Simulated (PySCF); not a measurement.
# Dipole response of Kr²⁷⁺ (krypton, charge +27)

[He] 2s2 2p5, 2P determinant. Computed with PySCF 2.14 in an uncontracted even-tempered set (18 s from 7.6 bohr⁻², ratio 2.2; 11 p from 9.8 bohr⁻², ratio 2.2; 6 d from 46 bohr⁻², ratio 2.4; 5 f from 68 bohr⁻², ratio 2.4; 5 g from 100 bohr⁻², ratio 2.4), with the non-relativistic Hamiltonian (point nucleus). Coupled (time-dependent) response in atomic units; α is the mean over directions.

```
method  mean α (bohr³)                    α xx, yy, zz  C₆ (like pair)      S(−4)
   UHF        0.001605  0.003272, 0.0007712, 0.0007712       5.728e-05  2.103e-05
  PBE0        0.001623  0.003319, 0.0007758, 0.0007758       5.711e-05  2.434e-05
```

S(−4) is the Cauchy moment in α(ω) = α(0) + S(−4) ω² + …

Spin-orbit coupling is absent.

α(iu) at UHF:

| u (hartree) | α(iu) (bohr³) |
| --- | --- |
| 0 | 0.001605 |
| 3.00 | 0.001450 |
| 6.00 | 0.001202 |
| 12.0 | 0.0009296 |
| 18.0 | 0.0008230 |
| 24.0 | 0.0007654 |
| 30.0 | 0.0007235 |
| 45.0 | 0.0006361 |
| 60.0 | 0.0005556 |
| 90.0 | 0.0004155 |
| 150 | 0.0002350 |

A single London oscillator, α(iu) = α/(1 + u²/ω²), gives C₆ = (3/4) ω α². Matching the computed C₆ needs ω = 4 × 5.728e-05 / (3 × 0.001605²) = 29.6 hartree.

For an ion, C₆ is the dispersion term alone; charge-induced terms of lower order in 1/R come first.

The components differ because the open shell of this determinant is not spherical; for a pure term their mean is the scalar polarisability.

Spin-orbit coupling, absent here, splits the open shell strongly.
